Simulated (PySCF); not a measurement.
**Two-component Hartree-Fock for Co³⁺ (cobalt, charge +3)**

Start: [Ar] 3d6; 3d3/2 filled at m_j = +3/2; 3d5/2 filled at m_j = -3/2, -1/2, +1/2, +3/2, +5/2. Calculated with PySCF 2.14 in x2c-SVPall-2c with one added diffuse shell each of s, d type (6s5p4d1f, 48 functions): generalised Hartree-Fock with the X2C-1e Hamiltonian and a Gaussian nucleus; one run each with spin-orbit coupling (SO) switched off, then screened by Boettger's factors. This is a chosen level, not necessarily the ground level.

```tsv
spinor shell	electrons	ε, spin-free (eV)	ε, screened SO (eV)	weight of nominal j (screened SO)	rms radius, screened SO (bohr)
1s1/2	2	-7814.8	-7814.7	1.000	0.0649
2s1/2	2	-1005.4	-1005.3	1.000	0.276
2p1/2	2	-863.45	-874.11	0.987	0.247
2p3/2	4	-863.45	-858.18	0.994	0.249
3s1/2	2	-164.37	-164.36	1.000	0.828
3p1/2	2	-120.72	-122.50	0.658	0.881
3d5/2	5	-57.733	-58.786	0.586	1.02
3d3/2	1	-57.733	-52.485	0.789	1.07
```

Task: Where does 3p3/2 lie, and what is the 3p spin-orbit splitting (screened SO)?

Result: At -119.83 eV, 2.668 eV above 3p1/2.

| quantity | spin-free | screened SO |
| --- | --- | --- |
| E (hartree) | -1389.67631 | -1389.69741 |
| M_J | 4 | 4 |
| ⟨J²⟩ | 20.004 | 20.004 |
| ⟨L²⟩ | 6.002 | 6.011 |
| ⟨S²⟩ | 6.002 | 5.997 |

Each row is a mean over spinors that exchange with the open shell spreads, by up to 17.063 eV (3p3/2).

Rows whose weight is well below 1 are mixtures of j = l ± 1/2: exchange outweighs spin-orbit coupling there, and the label is only the starting occupation.

Without spin-orbit coupling the j labels of p, d and f shells carry no meaning; the spin-free column gives the mean over the occupied spinors of each nl shell.
